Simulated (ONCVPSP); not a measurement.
Varying the ONCV potential for gallium

Base potential:

Ga, optimised norm-conserving Vanderbilt (ONCV), made with ONCVPSP 4.0.1 (PBE, fully relativistic). Core [Ne], reference 3s2 3p6 3d10 4s2 4p0.5 (charge +0.5). Waves: 3s+4s: rc 1.25 bohr, ncon 4, nbas 9, qcut 11.2 1/bohr, 3 projectors, debl 2.1 Ha; 3p+4p: rc 1.10 bohr, ncon 4, nbas 7, qcut 14.1 1/bohr, 3 projectors, debl 3.8 Ha; 3d: rc 1.40 bohr, ncon 3, nbas 8, qcut 10.3 1/bohr, 1 projector. Local part: polynomial inside 0.80 bohr (lpopt 4, dvloc0 -1 Ha). Core correction: none.

Open shells are filled in proportion to 2j + 1.

All-electron outer shells of the reference configuration (PBE, scalar-relativistic, ld1.x):

```csv
shell,level (eV),outermost node (bohr),outermost maximum (bohr)
2s,-1266.16,0.07,0.18
2p,-1102.67,–,0.15
3s,-151.96,0.27,0.56
3p,-102.70,0.24,0.56
3d,-22.99,–,0.53
4s,-12.43,0.81,1.87
4p,-5.62,0.87,2.41
```

Cutoffs, loose and tight: the cutoffs (Ha) at which the residual kinetic energy of the hardest occupied pseudo-wave falls to 1 and 0.1 mHa per electron. They do not see the model core or the augmentation charge, which bear on the density cutoff. Test errors are all-electron minus pseudo excitation energies from the reference, over the configurations 3s2 3p6 3d10 4s2 4p1; 3s2 3p6 3d10 4s2 4p0; 3s2 3p6 3d10 4s1 4p0; 3s2 3p6 3d9 4s2 4p1. A dash means not determined; rows that change the core or the reference have their own tests.

```csv
change,outcome,"cutoff, loose","cutoff, tight",bound ghosts,GHOST(+) flags above zero,largest test error (meV)
base,generated,59 Ha,71 Ha,none,none,+175
d: rc 1.02,generated,–,–,none,none,+19
d: rc 1.26,generated,59 Ha,124 Ha,none,none,+115
d: rc 1.42,generated,59 Ha,71 Ha,none,none,+186
d: rc 1.62,generated,59 Ha,71 Ha,none,none,+286
d: rc 1.76,generated,59 Ha,71 Ha,none,none,+356
d: rc 2.06,generated,59 Ha,71 Ha,none,none,+552
```

Reading the sweep of the d radius (base included, trends over the rows without a ghost): The loose cutoff stays near 59 Ha. The median size of the test errors (rows with all tests solved) is not monotonic: lowest 0.2 meV at 1.42 bohr, highest 11.3 meV at 2.06 bohr.
